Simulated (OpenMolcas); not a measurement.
Cl IV: effect of the active space

| Property | Result |
| --- | --- |
| Program | OpenMolcas |
| Method | SS-CASPT2 or its RAS form, IPEA 0.25 Eh, imaginary shift 0.1 Eh |
| Basis | ANO-RCC-VTZP |
| Scalar Hamiltonian | DKH2, point nucleus |
| Spin-orbit coupling | RASSI with atomic mean-field integrals over the reference wave functions, term energies averaged over their components |

A. 2 electrons in 3 orbitals (3p); 2S+1 = 3 even, 3 roots; 2S+1 = 1 even, 6 roots; closed shells correlated: 2s 2p 3s; CASPT2 step roughly 0.8 core-seconds
B. 4 electrons in 4 orbitals (3s 3p); 2S+1 = 3 even, 6 roots; 2S+1 = 1 even, 12 roots; 2S+1 = 5 odd, 1 root; 2S+1 = 3 odd, 9 roots; 2S+1 = 1 odd, 8 roots; closed shells correlated: 2s 2p; CASPT2 step roughly 3 core-seconds
C. 4 electrons in 8 orbitals (3s 3p 4s 4p); 2S+1 = 3 even, 3 roots; 2S+1 = 1 even, 11 roots; 2S+1 = 5 odd, 1 root; 2S+1 = 3 odd, 9 roots; 2S+1 = 1 odd, 8 roots; closed shells correlated: 2s 2p; CASPT2 step roughly 11 core-seconds
D. 4 electrons in 9 orbitals (RAS2 3s 3p; RAS3 3d, at most 2 electrons); 2S+1 = 3 even, 6 roots; 2S+1 = 1 even, 12 roots; 2S+1 = 5 odd, 1 root; 2S+1 = 3 odd, 9 roots; 2S+1 = 1 odd, 8 roots; closed shells correlated: 2s 2p; CASPT2 step of the order of 22 core-seconds

Energies in cm⁻¹ above 3s² 3p² ³P₀, the measured ground level; measured values from Moore, Atomic Energy Levels, vol. I, NSRDS-NBS 35 (1971 reprint of NBS Circular 467, 1949).

```csv
Level,A,B,C,D,Measured
3s² 3p² ³P₀,0.0,0.0,0.0,0.0,0.0
3s² 3p² ³P₁,461,450,446,443,491
3s² 3p² ³P₂,1274,1235,1230,1225,1341
3s² 3p² ¹D₂,13890,13510,14070,14190,13766
3s² 3p² ¹S₀,33280,31210,31930,33360,32550
```

Deviations, from unrounded energies. A percentage is the sum of absolute deviations over the sum of measured energies, with the sign that they share, or ± where signs differ.

| Against measurement | Levels | A | B | C | D |
| --- | --- | --- | --- | --- | --- |
| mean absolute deviation (cm-1) | 4 | 240 | 440 | 270 | 350 |
| fine structure of the ground term (%) | 2 | -5.3 | -8.1 | -8.5 | -8.9 |
| other terms of the ground configuration (%) | 2 | +1.9 | -3.5 | ±2.0 | +2.7 |

A lies closest to measurement on these levels and B furthest from it. The largest miss of A in the table is 3s² 3p² ¹S₀, by +730 cm-1. The ranking rests on the paired levels alone, and a cruder setting can come out closer through cancelling errors.

Among A to D the level of the table that moves most is 3s² 3p² ¹S₀, by 2200 cm-1 (lowest in B, highest in D). Moves below CASPT2's spread within the term are not significant.

Term energies are means over components that CASPT2 splits; among the terms shown or strongly mixed into the levels shown the widest spread is 75 cm-1 (3s² 3p² ¹D, A). Over all roots computed the reference weight is 0.86 to 0.99 in B, 0.84 to 0.99 in C; the roots of lowest weight are the least certain, and an intruder state may touch them. With the s shell closed, the reference lacks s² → p² mixing (holds for A). Active for correlation alone: 4p 4s; no level in the range computed is led by a configuration that fills them, so any true level of that kind is missing (holds for C). Active for correlation alone: 3d; no level in the range computed is led by a configuration that fills it, so any true level of that kind is missing (holds for D). Measured partners are found by configuration, term and J. A level has none where our copy of the source lacks it or the pairing is in doubt (some pairs that miss far off the trend of their configuration count as doubtful), and it then counts in no deviation. Only configurations of the active space appear. The table leaves out levels that lie high or whose names do not pair safely across all columns.
